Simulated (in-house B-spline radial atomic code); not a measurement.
## RPA and G0W0 on r2SCAN: the arsenic ion As⁴⁺

Configuration [Ar] 3d10 4s1, highest spin, mean-field start r2SCAN. Computed with a B-spline radial code for spherical atoms: all electrons, non-relativistic, point nucleus, each spin shell either full or empty, empty states to l = 9 with an (l + 1/2)⁻⁴ tail; G0W0 by contour deformation at full frequency.

Command:
```bash
python run_gw.py task.json out
```
Settings (radii: box in bohr, nucleus in fm):
```
Z                        33
electrons                29
configuration            [Ar] 3d10 4s1
hamiltonian              nr
method                   r2scan
lmax                     9
spin_polarised           True
box_radius               11.96
intervals                51
ion_configuration        [Ar] 3d10
```

Cost of the run: 3.2 s on 1 thread of Intel(R) Xeon(R) Platinum 8488C (Sapphire Rapids) (shared host).

Energies (hartree):

| term | value |
| --- | --- |
| mean-field total | -2231.95396 |
| Hartree-Fock functional on these orbitals | -2230.47645 |
| direct second order | -2.4893 |
| second-order exchange | 0.7289 |
| SOSEX correction | 0.66841 |

What is the RPA correlation energy, and what remains with SOSEX?

RPA gives -2.1536 hartree (-2.02 eV per electron); RPA + SOSEX gives -1.4852, and the second-order doubles -1.7604 hartree (no singles). RPA lacks exchange-type terms and so overcorrelates at short range.

Quasi-particle levels (eV):

```tsv
level	occupied	mean field	Σx - vxc	Σc	QP weight	G0W0
4s up	yes	-57.24	-3.87	?	?	?
3d down	yes	-92.15	-15.74	3.16	0.932	-104.72
3d up	yes	-92.46	-15.60	3.12	0.928	-104.94
4s down	no	-53.61	6.95	-2.53	0.951	-49.19
```

G0W0 = mean field + (Σx - vxc) + Σc, with Σc (partial-wave tail included) taken at the quasi-particle energy. Only the outer levels were computed. Levels of low weight are left out.

Where does G0W0 put 4s up?

At -62.84 eV, with Σc = -1.73 eV and a quasi-particle weight of 0.970. The tabulated removal energy is 62.77 ± 0.06 eV (NIST, measured); the calculation leaves out relativity, Breit and QED terms, and what these don't explain is the method's own error.

What does it cost to remove one electron (to [Ar] 3d10) by differences of total energies, each species on its own start (correlation terms add to the Hartree-Fock functional)?

r2SCAN 62.44 eV, Hartree-Fock functional 60.72 eV, + RPA 62.52 eV, + RPA + SOSEX 61.76 eV, + second order 62.27 eV. Tabulated: 62.77 ± 0.06 eV (NIST, measured); the calculation leaves out relativity, Breit and QED terms, and what these don't explain is the method's own error.
